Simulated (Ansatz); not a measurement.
## Ligand exchange: B(CH3)(NH2)2 + H3NO → B(NH2)3 + CH4O

Species: B(CH3)(NH2)2, singlet; H3NO (hydroxylamine) `NO`, singlet; B(NH2)3, singlet; CH4O (methanol) `CO`, singlet. The partners trade CH3 for NH2: B–CH3 and O–NH2 bonds give way to B–NH2 and O–CH3.

Shapes, held fixed at every level: PBE0-D4/def2-TZVP. Flexible molecules stand in one conformer, not always the lowest. Programs: Ansatz 0.2.0. Electronic energies: no zero-point or thermal term.

```
               level                    kind  ΔE (kJ/mol)  less CCSD(T)/CBS estimate  CPU time (sum over the molecules)
       HF/def2-TZVPP            Hartree–Fock       -220.6                      -18.7                                  –
   PBE-D4/def2-TZVPP                     GGA       -183.2                      +18.7                               18 s
 B3LYP-D4/def2-TZVPP           global hybrid       -196.4                       +5.5                               26 s
 BHLYP-D4/def2-TZVPP           global hybrid       -208.4                       -6.5                               18 s
  PBE0-D4/def2-TZVPP           global hybrid       -193.7                       +8.2                               17 s
  wB97X-V/def2-TZVPP  range-separated hybrid       -193.9                       +8.0                               51 s
        MP2/def2-SVP     perturbation theory       -202.1                       -0.2                                  –
CCSD(T)/CBS estimate   coupled cluster or CI       -201.9                        0.0                              8 min
```

The highest level, CCSD(T)/CBS estimate, gives ΔE = -201.9 kJ/mol; the levels span -220.6 to -183.2. The column of differences is taken from that level and isn't an error. No measured value is set beside it here. The CBS estimate extrapolates MP2 from def2-TZVPP and def2-QZVPP and adds CCSD(T) − MP2 in the triple-zeta set, cores frozen. Times are processor times on shared x86 and Arm servers, and rough.
